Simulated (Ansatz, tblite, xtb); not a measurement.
# How methods differ on BSiH4O2F (SMILES OB(F)O[SiH3])

The species is BSiH4O2F (9 atoms), meant as a singlet with charge 0. As SMILES, `OB(F)O[SiH3]`. The shape is that of a PBE0-D4/def2-TZVP optimisation. This is one conformer, not always the lowest.

Quantity: the HOMO–LUMO gap, in eV. The values are calculated.

```json
{"level": "GFN0-xTB", "kind": "semi-empirical", "program": "xtb", "value (eV)": "5.64", "CPU time": "under 2 s"}
{"level": "IPEA1-xTB", "kind": "semi-empirical", "program": "tblite", "value (eV)": "5.17", "CPU time": "under 2 s"}
{"level": "HF/6-31G* (spherical functions)", "kind": "Hartree–Fock", "program": "Ansatz", "value (eV)": "16.43", "CPU time": "1.4 s"}
{"level": "SVWN5/6-31G* (spherical functions)", "kind": "LDA", "program": "Ansatz", "value (eV)": "6.98", "CPU time": "2.5 s"}
{"level": "BLYP/6-31G* (spherical functions)", "kind": "GGA", "program": "Ansatz", "value (eV)": "7.13", "CPU time": "4 s"}
{"level": "r2SCAN/6-31G* (spherical functions)", "kind": "meta-GGA", "program": "Ansatz", "value (eV)": "8.07", "CPU time": "7.1 s"}
{"level": "B3LYP/6-31G* (spherical functions)", "kind": "global hybrid", "program": "Ansatz", "value (eV)": "9.09", "CPU time": "3.8 s"}
{"level": "BHLYP/6-31G* (spherical functions)", "kind": "global hybrid", "program": "Ansatz", "value (eV)": "11.89", "CPU time": "3.9 s"}
{"level": "HSE06/6-31G* (spherical functions)", "kind": "range-separated hybrid", "program": "Ansatz", "value (eV)": "8.79", "CPU time": "5.1 s"}
{"level": "B2PLYP/6-31G* (spherical functions)", "kind": "double hybrid", "program": "Ansatz", "value (eV)": "12.16", "CPU time": "5.4 s"}
```

The values span 5.17 to 16.43 eV. Orbital gaps aren't excitation energies, and those of double hybrids come from the SCF part alone; they tend to grow with the share of exact exchange. CPU times are rough (shared hosts, several kinds of processor): they show what a rung costs within a factor of a few.
